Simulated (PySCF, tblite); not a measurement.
Isomers of C5H12FPSi, one GFN2-xTB conformer each. Single-point energies are computed at PBE0/pcSseg-1 (PySCF, gas phase, no added dispersion term), electronic only.

| SMILES | GFN2-xTB relative energy (kJ/mol) |
| --- | --- |
| CC(C)/C(F)=P\C[SiH3] | 241.2 |
| C[Si](C)(C)C/P=C/F | 324.4 |
| FC1CCP([SiH3])CC1 | 104.4 |
| CP1CC[SiH](F)CC1 | 0.0 |

Conformers: `[CH3:1][CH:2]([CH3:3])/[C:4]([F:5])=[P:6]\[CH2:7][SiH3:8]` with C1–C2–C4–F5 64°, C4–P6–C7–Si8 -83°; `[CH3:1][Si:2]([CH3:3])([CH3:4])[CH2:5]/[P:6]=[CH:7]/[F:8]` with Si2–C5–P6–C7 91°; `[F:1][CH:2]1[CH2:3][CH2:4][P:5]([SiH3:6])[CH2:7][CH2:8]1` with F1–C2–C3–C4 -174°, C2–C3–C4–P5 -58°, C3–C4–P5–Si6 -60°, C4–P5–C7–C8 -45°; `[CH3:1][P:2]1[CH2:3][CH2:4][SiH:5]([F:6])[CH2:7][CH2:8]1` with C1–P2–C3–C4 -171°, P2–C3–C4–Si5 63°, C3–C4–Si5–F6 -164°, C4–Si5–C7–C8 45°.

**Question.** What does PBE0/pcSseg-1 give for the same structures?

**Answer.** 
```
              SMILES  PBE0/pcSseg-1 E (Eh)  PBE0/pcSseg-1 (kJ/mol)  GFN2-xTB (kJ/mol)  point group
    CP1CC[SiH](F)CC1            -927.87836                     0.0                0.0            –
   FC1CCP([SiH3])CC1            -927.80495                   192.7              104.4            –
  C[Si](C)(C)C/P=C/F            -927.79530                   218.1              324.4           C1
CC(C)/C(F)=P\C[SiH3]            -927.76113                   307.8              241.2           C1
```

Both levels put the same isomer lowest; measured from each level's own lowest isomer, the values differ by up to 106.3 kJ/mol (C[Si](C)(C)C/P=C/F: 324.4 against 218.1). As drawn, the lowest has an Si–F bond, which the highest lacks.

**Question.** Which frontier levels, dipoles and rotational constants go with these structures?

**Answer.** 
```
              SMILES  HOMO (eV, PBE0/pcSseg-1)  LUMO (eV)  dipole (D)       A, B, C (MHz)
    CP1CC[SiH](F)CC1                     -6.71       0.57        2.52  2925, 883.5, 748.1
   FC1CCP([SiH3])CC1                     -6.72       0.23        0.68  2190, 906.7, 902.1
  C[Si](C)(C)C/P=C/F                     -6.85      -1.40        2.81  2335, 707.9, 669.4
CC(C)/C(F)=P\C[SiH3]                     -6.69      -1.29        2.68  1874, 879.7, 734.4
```

**Question.** What happens when harmonic zero-point energies from GFN2-xTB frequencies are added?

**Answer.** 
```csv
SMILES,ZPE (kJ/mol),electronic (kJ/mol),with ZPE (kJ/mol)
CP1CC[SiH](F)CC1,416.7,0.0,0.0
FC1CCP([SiH3])CC1,409.2,192.7,185.2
C[Si](C)(C)C/P=C/F,409.6,218.1,210.9
CC(C)/C(F)=P\C[SiH3],401.3,307.8,292.4
```

The zero-point energies span 15.4 kJ/mol. The order is unchanged.
